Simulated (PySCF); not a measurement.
# ZrSi: frontier orbitals

r²SCAN at R = 2.522 Å; Zr x2c-TZVPPall, Si x2c-TZVPPall; spin-free X2C with a Gaussian nucleus (PySCF 2.14). State: ⁵Δ (quintet), unpaired electrons σ ↑, π ↑↑, δ ↑. Only the outer orbitals are listed, counted within each symmetry.

```csv
spin,orbital,occ.,ε (eV),on Zr (%),main shells (%)
α,12σ,1,-11.10,14,85 Si s
α,6π,1,-5.06,41,"57 Si p, 36 Zr d"
α,6π,1,-5.06,41,"57 Si p, 36 Zr d"
α,13σ,1,-4.95,48,"45 Si p, 43 Zr s"
α,14σ,1,-4.38,89,"57 Zr d, 32 Zr s, 10 Si p"
α,2δ,1,-4.37,100,100 Zr d
α,2δ,0,-2.91,99,99 Zr d
α,7π,0,-2.54,79,"53 Zr d, 26 Zr p, 21 Si p"
α,7π,0,-2.54,79,"53 Zr d, 26 Zr p, 21 Si p"
β,12σ,1,-9.52,14,86 Si s
β,13σ,1,-4.26,41,"55 Si p, 20 Zr d, 17 Zr s"
β,6π,0,-3.05,45,"54 Si p, 42 Zr d"
β,6π,0,-3.05,45,"54 Si p, 42 Zr d"
β,14σ,0,-2.27,91,"64 Zr s, 18 Zr p, 10 Si p"
```

Q: Which are the highest filled and the lowest empty level, where do they sit, and how wide is the gap?

A: Highest filled β 13σ at -4.26 eV (in %: 55 Si p, 20 Zr d, 17 Zr s); lowest empty β 6π at -3.05 eV (in %: 54 Si p, 42 Zr d); the gap at r²SCAN is 1.21 eV.

* bond order (Mayer): 2.16
* ⟨S²⟩: 6.024
* charge on Zr (Mulliken, basis-dependent): 0.12
* charge on Zr (Löwdin, basis-dependent): -0.25
* dipole moment (positive dipole means Zr(−)Si(+)): -3.73 D

Spin–orbit coupling is left out. With d or f electrons several states lie close, and the lowest PBE0 determinant need not be the measured ground state.
